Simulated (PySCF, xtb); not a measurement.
**Relative energy of two isomers of H7N2OSi+**

Structure X is `N[SiH](N)[OH2+]`, a singlet and structure Y is `N[SiH]([NH3+])O`, a singlet. Both are isolated ions in the gas phase, relaxed with PBE0-D3(BJ)/def2-SVP; the shapes shown needn't be the lowest conformers.

X (Å):

```xyz
11

N    -0.7484   -0.1140   -1.4093
N     0.6771   -2.5339   -1.6920
O    -1.8323   -2.7918   -0.8774
Si   -0.3530   -1.5974   -0.7440
H    -0.9916    0.6882   -0.8369
H    -0.7035    0.1124   -2.3975
H    -0.3436   -1.5794    0.7276
H     1.3335   -2.0906   -2.3281
H     0.9917   -3.4606   -1.4206
H    -2.6646   -2.6931   -0.3852
H    -1.9877   -3.2508   -1.7208
```

Y (Å):

```csv
atom,x (Å),y (Å),z (Å)
N,-1.4378,-0.8937,-2.3339
N,-0.8475,-2.9301,-0.3303
O,0.6537,-0.8467,-0.4249
Si,-0.1502,-1.6641,-1.5843
H,-1.6646,-1.0469,-3.3117
H,-1.9578,-0.1191,-1.9331
H,0.6020,-2.5307,-2.5091
H,1.2025,-0.0751,-0.6063
H,-1.2823,-2.4430,0.4635
H,-1.5561,-3.5528,-0.7340
H,-0.1049,-3.5193,0.0663
```

Task: Estimate E(Y) − E(X) at the level CCSD(T)/def2-SVP + ΔMP2/def2-TZVPP.

Result: Calculated at CCSD(T)/def2-SVP + ΔMP2/def2-TZVPP: E(Y) − E(X) = −24.3 kcal/mol, so structure Y lies lower.

Level by level:

```tsv
level	geometry	E(Y) − E(X) (kcal/mol)	departure from the last row (kcal/mol)	job, with rough time for the two
GFN2-xTB	GFN2-xTB	−22.0	+2.3	optimisation, 0.34 s
HF/STO-3G	GFN2-xTB	−11.9	+12.5	single point, 1.5 s
r2SCAN-D4/def2-SVP	GFN2-xTB	−21.2	+3.1	single point, 23 s
PBE0-D3(BJ)/def2-SVP	PBE0-D3(BJ)/def2-SVP	−21.9	+2.4	optimisation, 2.7 min
HF/def2-SVP	PBE0-D3(BJ)/def2-SVP	−22.3	+2.1	part of the CCSD(T) run
MP2/def2-SVP	PBE0-D3(BJ)/def2-SVP	−22.9	+1.4	part of the CCSD(T) run
CCSD(T)/def2-SVP	PBE0-D3(BJ)/def2-SVP	−22.9	+1.4	single point
CCSD(T)/def2-SVP + ΔMP2/def2-TZVPP	PBE0-D3(BJ)/def2-SVP	−24.3		single point, 2.4 min
```

As drawn, Y has 1 N–H in place of 1 O–H.

The levels shown agree on the order. The largest departure from CCSD(T)/def2-SVP + ΔMP2/def2-TZVPP is that of HF/STO-3G, 12.5 kcal/mol. The last row adds to CCSD(T) the change of the MP2 difference between the two basis sets, here −1.4 kcal/mol.

With thermal terms from frequencies at re-optimised GFN2-xTB minima (ideal gas, soft modes damped towards free rotors, one conformer each, 298.15 K, 1 atm): the zero-point term adds +1.9 kcal/mol; ΔH is −22.9 and ΔG −22.1 kcal/mol.

The correlated steps freeze 8 core orbitals. Programs: PySCF 2.14.0, xtb 6.7.1; the last row on 2 threads of Arm Neoverse V1 on a shared host.
